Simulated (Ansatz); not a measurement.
Reaction (homolysis of the H–Si bond): `F[SiH](F)[SeH]` → H• + `F[Si](F)[SeH]`•

Gas-phase electronic energies from Ansatz, PBE0-D4/def2-TZVP geometries. CBS: MP2 limit from def2 TZ/QZ plus the TZ coupled-cluster correction, frozen cores. This one scheme is used for every species, atoms too. DFT in def2-TZVPP. B3LYP here is the variant with VWN-RPA as its local correlation; programs differ in this. Open shells (•) are unrestricted, without spin–orbit coupling. For Se outer-core shells are correlated without core-valence functions, so the limit isn't a true one: a few kJ/mol of doubt a bond, and 10 to 20 or more in all where bonds break to atoms. Scalar relativity is left out up to krypton. One conformer a species, not always the lowest.

```tsv
level	ΔE (kJ/mol)
B3LYP-D4	400.0
ωB97M-V	413.0
B2PLYP	402.4
CCSD(T)/def2-SVP	401.0
```

**Question.** What does CCSD(T)/CBS give? (Best estimate.)

**Answer.** Computed: +417.7 kJ/mol. The listed levels differ from it by -17.7, -4.7, -15.3, -16.7 kJ/mol.

Largest T1 diagnostic among the species: 0.013.

At CCSD(T), def2-SVP lies −16.7 kJ/mol from the extrapolated value and def2-TZVPP −6.9 kJ/mol: correlation converges slowly with the basis, and small sets miss more of it in the bonded molecule than in its fragments. From BLYP to BHLYP (50 % exact exchange), in def2-TZVPP and without D4, ΔE moves by +22.8 kJ/mol.
